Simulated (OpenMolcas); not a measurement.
## Ba⁺: effect of the active space

- Program: OpenMolcas
- Method: SS-CASPT2, IPEA 0.25 Eh, imaginary shift 0.1 Eh
- Basis: ANO-RCC-VQZP
- Scalar Hamiltonian: DKH2, point nucleus
- Spin-orbit coupling: state interaction with AMFI integrals over the reference wave functions, term energies averaged over their components

A. 1 electron in 4 orbitals (6s 6p); 2S+1 = 2 even, 1 root; 2S+1 = 2 odd, 3 roots; closed shells correlated: 5s 5p; CASPT2 step roughly 2.1 core-seconds
B. 1 electron in 9 orbitals (5d 6s 6p); 2S+1 = 2 even, 6 roots; 2S+1 = 2 odd, 3 roots; closed shells correlated: 5s 5p; CASPT2 step roughly 6 core-seconds

Energies in cm-1 above 6s 2S 1/2, the measured ground level; measured values from NIST Handbook of Basic Atomic Spectroscopic Data.

```json
{"Level": "6s 2S 1/2", "A": "0.0", "B": "0.0", "Measured": "0.0"}
{"Level": "6p 2P* 1/2", "A": "20430", "B": "20420", "Measured": "20262"}
{"Level": "6p 2P* 3/2", "A": "21580", "B": "21570", "Measured": "21952"}
```

Deviations, from unrounded energies. A percentage is the sum of absolute deviations over the sum of measured energies, with the sign that they share, or ± where signs differ.

```tsv
Against measurement	Levels	A	B
mean absolute deviation (cm-1)	2	270	270
other configurations (%)	2	±1.3	±1.3
```

A, B lie about equally close to measurement. The largest miss of A in the table is 6p 2P* 3/2, by -370 cm-1. The ranking rests on the paired levels alone, and a cruder setting can come out closer through cancelling errors.

Between A and B the level of the table that moves most is 6p 2P* 3/2, by 13 cm-1 (lowest in B, highest in A). Moves below CASPT2's spread within the term are not significant.

ANO sets are built for ground and valence states and can reach diffuse excited orbitals poorly. With one active electron, CASPT2 adds the correlation within the correlated inactive shells and between them and that electron, and leaves the splitting within a term as the reference gives it. Computed and measured levels are paired by configuration, term and J; levels that our copy of the source lacks, or whose pairing is in doubt (as where it misses far off the trend of its configuration), stay unpaired and out of the deviations. Levels of configurations outside the active space are missing. Levels that lie high or do not pair safely by name in every column are left out.

* marks odd parity.
